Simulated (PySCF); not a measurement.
Exercise with solution: oscillator strength and radiative lifetime

C₄H₅ClSi, SMILES C#C[SiH2]C(=C)Cl.

The structure is a stationary point at PBE-D3(BJ)/def2-SVP. This is a generated structure with no PubChem entry under its InChIKey; it may be hypothetical. The values are those of a single conformer.

TDDFT-M06-2X/def2-SVPD (PySCF) puts the first singlet state with f over 0.02 at 6.37 eV (vertical), with the transition dipole (-0.391, -0.148, 0.000) in atomic units.

Q: Find the oscillator strength, the wavelength and the radiative lifetime that this transition would have in vacuum if emission retraced absorption.

A: 
|μ|² = 0.1748 au, so |μ| = 1.06 D. ΔE = 6.37/27.211 = 0.2341 hartree. f = (2/3) ΔE |μ|² = 0.027 (the program prints 0.027).
λ = 1239.84/6.37 = 195 nm; ν = 51377 cm⁻¹.
Einstein's coefficient A = 0.6670 ν² f s⁻¹ (ν in cm⁻¹) = 4.8e7 s⁻¹, so τ = 1/A = 21 ns. This state is S3; the lower singlets have f = 0.000, 0.001. The figure is the radiative limit of this one transition; relaxation, internal conversion, crossing to triplets and a medium change what is measured.
